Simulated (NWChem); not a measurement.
Species: C$_{3}$H$_{5}$O$_{2}$, doublet; SMILES O([C]=O)CC

```xyz
10

C     -0.6641    -1.6380     0.3128
C      0.3470    -0.9014    -0.5414
O      0.9811     0.2019     0.2131
C      0.3063     1.3314     0.2888
O     -0.7603     1.6426    -0.1693
H     -1.5090    -0.9759     0.5857
H     -0.1975    -2.0247     1.2400
H     -1.0753    -2.4991    -0.2527
H      1.1980    -1.5441    -0.8358
H     -0.1179    -0.4643    -1.4485
```
Atoms are numbered in this order, from 1.

The geometry was optimised at PBE-D3(BJ)/def2-SVP, spin-unrestricted. No frequency run checked for a minimum. No stability test was run on the SCF state. B3LYP is NWChem's, with the RPA form of VWN correlation.

### Question
List the 4 lowest vertical excitations from B3LYP/6-31+G* (spherical d), spin-unrestricted, TDA (NWChem).

### Answer
```csv
state,energy (eV),oscillator strength,<S²>
state 1,4.16,0.007,0.76
state 2,4.60,0.000,0.78
state 3,5.03,0.012,0.78
state 4,5.84,0.002,0.77
```
